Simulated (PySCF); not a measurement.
# Continuum solvent and chemical shifts

Atoms are numbered as in `[CH3:1][SiH2:2][Si@@H:3]([NH2:4])[c:5]1[cH:6][cH:7][cH:8][o:9]1`; H(Xn) means a hydrogen on atom n. Ha(Si2) is pro-R; Hb(Si2) is pro-S.

GIAO PBE0/pcSseg-1 in PySCF 2.14.0 with density-fitted response routines on one PBE0-D3(BJ)/def2-SVP conformer, non-relativistic, equivalent nuclei averaged. Solvents enter as an IEF-PCM continuum (tetrahydrofuran with ε = 7.4, dimethylsulfoxide with ε = 46.8) around the gas-phase geometry. Shifts are referred to TMS computed in the same medium.

Gas phase, δ in ppm: C5 159.2, C8 153.1, C6 130.5, C7 115.2, C1 -11.7, Si3 -42.4, Si2 -74.3, H(C8) 7.74, H(C6) 7.02, H(C7) 6.51, H(Si3) 5.28, Ha(Si2) 4.06, Hb(Si2) 3.83, H(N4) 0.26. Dipole moment 0.93 D.

(1) How does each δ change in the continuum?

(2) Which nuclei move most (in ppm), and what does the model miss?

Results:

(1) 
```tsv
atoms	environment	Δδ, tetrahydrofuran	Δδ, dimethylsulfoxide
C5	substituted aromatic carbon next to the ring oxygen	+1.1	+1.3
C8	aromatic CH next to the ring oxygen	+2.0	+2.4
C6	aromatic CH	+1.3	+1.7
C7	aromatic CH	+1.2	+1.6
C1	methyl carbon bonded to Si	+0.2	+0.3
Si3	silicon bonded to C, N, Si, H	0.0	0.0
Si2	silicon bonded to C, Si, 2 H	+0.7	+0.9
H(C8)	hydrogen on an aromatic CH next to the ring oxygen	+0.20	+0.24
H(C6)	hydrogen on an aromatic CH	+0.20	+0.25
H(C7)	hydrogen on an aromatic CH	+0.23	+0.29
H(Si3)	hydrogen on a silicon bonded to C, N, Si	-0.08	-0.09
Ha(Si2)	hydrogen on a silicon bonded to C, Si	-0.16	-0.20
Hb(Si2)	hydrogen on a silicon bonded to C, Si	-0.05	-0.04
H(N4)	hydrogen on a nitrogen bonded to Si	+0.41	+0.50
```

Changes are relative to the gas phase. The dipole moment becomes 1.16 D in tetrahydrofuran, 1.24 D in dimethylsulfoxide.

(2) C8 (aromatic CH next to the ring oxygen, +2.4 ppm) in dimethylsulfoxide. A continuum only polarises the solute; specific hydrogen bonds, the anisotropy of aromatic solvents and changes of geometry or conformer are outside it.
